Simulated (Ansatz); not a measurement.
Z-matrix (Å, degrees):
```
C
Si 1 1.890
Ga 1 1.990 2 113.4
F 1 1.406 2 109.3 3 -124.6
H 1 1.100 2 107.4 3 119.0
H 2 1.488 1 107.6 3 -62.9
H 2 1.486 1 111.2 3 176.6
H 2 1.488 1 110.3 3 55.7
H 3 1.569 1 118.0 2 61.3
H 3 1.564 1 119.2 2 -118.0
```

Total charge 0; spin multiplicity 1.

(1) List the CAM-B3LYP/def2-TZVPP orbital energies in eV (the Gaussian-basis code of Ansatz). (An estimate is asked.)

Results:

(1) The calculation gave: Occupied: -10139.81, -1801.02, -1251.48, -1108.80, -1108.67, -1108.66, -673.16, -280.47, -151.77, -145.62, -105.31, -104.96, -104.96, -100.95, -100.93, -100.93, -34.49, -25.09, -24.93, -24.92, -24.81, -24.76, -20.74, -16.79, -15.31, -15.10, -13.88, -13.05, -11.54, -11.39, -10.44, -10.18, -9.01. Lowest empty: -0.92, 1.16, 1.79, 2.14, 2.26, 2.52, 2.81, 3.03.
